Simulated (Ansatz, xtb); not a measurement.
# Relative energy of two conformers of CH3BBrFSi

Structure I: `FB/C=[SiH]/Br`, a singlet. Structure II: `FB/C=[SiH]/Br`, a singlet. Both are isolated molecules in the gas phase, relaxed with r2SCAN-D4/def2-SVP.

I (Å):

```yaml
atoms:
  - { symbol: C, position_ang: [0.6583, 0.2904, 1.7988] }
  - { symbol: B, position_ang: [0.7016, -0.1362, 3.2641] }
  - { symbol: Br, position_ang: [0.7064, -0.4619, -1.5914] }
  - { symbol: F, position_ang: [0.8144, -1.4359, 3.5908] }
  - { symbol: Si, position_ang: [0.7542, -0.9007, 0.5641] }
  - { symbol: H, position_ang: [0.6388, 0.6480, 4.1861] }
  - { symbol: H, position_ang: [0.5667, 1.3474, 1.5267] }
  - { symbol: H, position_ang: [0.8799, -2.3587, 0.7768] }
```

II (Å):

```xyz
8

C     0.0406    2.1128    2.1412
B    -0.4026    0.6567    2.0810
Br    0.0776    5.1822    0.4879
F    -0.1341   -0.1848    3.0858
Si   -0.3854    3.0512    0.7687
H    -1.0110    0.1946    1.1351
H     0.5889    2.5332    2.9916
H    -1.1238    2.5307   -0.4025
```

Energies in hartree; the thermal terms are from r2SCAN-D4/def2-SVP harmonic frequencies (ideal gas, rigid rotor, one conformer each, 1000 K, 1 atm) and include the zero-point energy:

|  | I | II |
| --- | --- | --- |
| E, CCSD(T)/def2-SVP | −3025.385810 | −3025.387219 |
| E, MP2/def2-SVP | −3025.332864 | −3025.334537 |
| E, MP2/def2-TZVPP | −3026.124933 | −3026.126856 |
| zero-point energy | 0.040864 | 0.040985 |
| H(1000 K) − E | 0.084118 | 0.084142 |
| G(1000 K) − E | −0.109115 | −0.108526 |

Q: Correct the CCSD(T) difference for the basis set by the MP2 change, then work out ΔE, ΔE₀, ΔH and ΔG for I → II in kJ/mol (1 Eh = 2625.50 kJ/mol) and the equilibrium ratio [II]/[I].

A: 1. Differences II − I: CCSD(T) −0.001409, MP2 in the small set −0.001673, MP2 in the large set −0.001923 Eh.
2. ΔE = −0.001409 + (−0.001923 − (−0.001673)) = −0.001659 Eh = −4.36 kJ/mol.
3. ΔE₀ = ΔE + ΔZPE = −0.001659 + (+0.000121) Eh = −4.04 kJ/mol.
4. ΔH = ΔE + (+0.000024) Eh = −4.29 kJ/mol.
5. ΔG = ΔE + (+0.000589) Eh = −2.81 kJ/mol, so ΔS = (ΔH − ΔG)/T = −1.5 J/(mol K).
6. kT = 3.1668 mEh, so K = [II]/[I] = exp(−ΔG/kT) = exp(+0.34) ≈ 1.4.

The two are too close for this level to say which is favoured. An error of 4 kJ/mol in ΔG would change K by a factor of 1.6. Mirror images and further conformers aren't counted.

Other levels gave ΔE = −4.0 (r2SCAN-D4/def2-SVP); −0.6 (HF/def2-SVP); −4.4 (MP2/def2-SVP); −3.7 (CCSD(T)/def2-SVP) kJ/mol. The correlated steps freeze 17 core orbitals; the filled d shell of Br is correlated, in a basis made for valence electrons. Programs: Ansatz 0.2.0.
